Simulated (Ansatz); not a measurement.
H3Cl3GeSi (SMILES [SiH3][Ge]([Cl])([Cl])[Cl]), singlet, at a GFN2-xTB geometry, atoms displaced at random by about 0.08 Å a coordinate; PBE0/STO-3G, gradient (Ansatz, an electronic-structure program).

Input for Ansatz:
Ansatz 0.2 input:
```yaml
crystal:
  periodic: [false, false, false]
  atoms:
    - {symbol: Si, position_ang: [2.38770232, -0.39702995, 0.02551186]}
    - {symbol: Ge, position_ang: [-0.07240713, 0.04862567, 0.03818287]}
    - {symbol: Cl, position_ang: [-1.03155420, -1.12892478, -1.54798907]}
    - {symbol: Cl, position_ang: [-0.43411190, 2.13602154, -0.52268358]}
    - {symbol: Cl, position_ang: [-1.17091993, -0.37653368, 1.58441903]}
    - {symbol: H, position_ang: [2.64293834, -1.79140027, 0.44571311]}
    - {symbol: H, position_ang: [3.00506559, 0.53266587, 0.95870357]}
    - {symbol: H, position_ang: [2.87942619, -0.28486685, -1.28270566]}
basis:
  gaussian:
    orbitals: STO-3G
hamiltonian:
  xc: pbe0
output: {forces: true}
```

Output, abridged:

```
Functional definition: PBE0
608 factors; integrals over basis functions are off by at most 3.6e-5 eV
mean field evaluation 1: about -100840.1172 eV, gradient 3.3e1 eV
mean field evaluation 2: about -100841.2066 eV, gradient 2.9e1 eV
mean field evaluation 4: about -100844.8026 eV, gradient 3.6e-1 eV
mean field evaluation 8: about -100844.8035 eV, gradient 6.6e-3 eV
mean field -100844.80350996 eV, -3705.9781739280 hartree, gradient 7.4e-5 eV, S^2 0.000000; 0 other end points of the search recorded, 0 dependent functions left out
the calculation of the forces begins
reference -100844.80352737 eV, -3705.9781745678 hartree; 50, 50 occupied and 7, 7 virtual orbitals, 608 factors
Total energy: -100844.80352737 eV, -3705.9781745678 hartree
Atom 0 at     2.387702    -0.397030     0.025512 Å, force    -1.836191    -0.701381     1.610095 eV/Å
Atom 1 at    -0.072407     0.048626     0.038183 Å, force     3.761345     0.651261    -4.280785 eV/Å
Atom 2 at    -1.031554    -1.128925    -1.547989 Å, force     0.370443     0.314177     0.159712 eV/Å
Atom 3 at    -0.434112     2.136022    -0.522684 Å, force     0.131515    -0.530184     0.172614 eV/Å
Atom 4 at    -1.170920    -0.376534     1.584419 Å, force    -2.285139    -0.828480     3.806959 eV/Å
Atom 5 at     2.642938    -1.791400     0.445713 Å, force    -0.332698     0.829850    -0.070477 eV/Å
Atom 6 at     3.005066     0.532666     0.958704 Å, force    -0.102675    -0.136160    -0.271436 eV/Å
Atom 7 at     2.879426    -0.284867    -1.282706 Å, force     0.293400     0.400918    -1.126683 eV/Å
Dipole moment:     0.863114    -0.170728     0.272572 e Å
```
